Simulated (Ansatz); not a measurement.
A nudged elastic band was laid between two geometries of AlBFH$_{3}$S (7 atoms, charge 0, multiplicity 1).

All numbers below come from RKS CAM-B3LYP-D4/def2-SVP in Ansatz.

```json
{
  "movable images": "7",
  "climbing image": "yes",
  "spring": "5.0 eV/Å²",
  "optimiser": "quadratic models (default)",
  "start path": "IDPP",
  "force threshold": "0.2 eV/Å",
  "iteration limit": "60",
  "end points": "relaxed"
}
```

Image 0:

```xyz
7
Properties=species:S:1:pos:R:3
B -0.865 1.331 0.519
Al 0.091 -0.487 0.053
F -0.272 -1.882 0.891
S 1.591 -0.711 -1.509
H -0.432 2.092 1.350
H -1.879 1.686 -0.031
H 1.766 -2.029 -1.273
```

Image 8:

```xyz
7
Properties=species:S:1:pos:R:3
B -0.746 1.124 0.454
Al 0.020 -0.827 0.236
F -0.531 -2.057 1.212
S 1.535 -1.457 -1.196
H -0.252 1.929 1.205
H -1.701 1.516 -0.172
H 1.675 -0.228 -1.738
```

Problem. What changes between the two ends?

Solution. No bond is made or broken. The dihedral F3–Al2–S4–H7 goes from 0 to 180°.

Problem. Give the energies along the band, and the barrier.

Solution. It converged. The highest image is number 4 of 0 to 8, 19.6 kJ/mol above the first end and 17.4 kJ/mol above the last; the last end lies 2.2 kJ/mol above the first. The threshold of 0.2 eV/Å is loose, so the images may lie well off the minimum-energy path. The order of the stationary point at the top wasn't checked.

```
image  path coordinate (Å)  energy (kJ/mol)  dihedral F3–Al2–S4–H7 (°)
    0                 0.00              0.0                          0
    1                 0.42              2.4                        -19
    2                 0.83              8.7                        -42
    3                 1.25             15.9                        -68
    4                 1.67             19.6                        -95
    5                 2.02             17.4                       -120
    6                 2.38             11.1                       -142
    7                 2.74              4.6                       -164
    8                 3.10              2.2                        180
```

Problem. What is the geometry of the highest image?

Solution. 
```xyz
7
Properties=species:S:1:pos:R:3
B -0.474 1.332 0.581
Al -0.228 -0.673 0.001
F -0.929 -1.860 0.939
S 0.799 -1.335 -1.827
H 0.135 1.869 1.472
H -1.287 2.023 0.015
H 1.983 -1.355 -1.180
```

Time of the run: 49 s on 2 threads of Arm Neoverse V2, with other jobs on the host, peak memory 0.17 GiB.
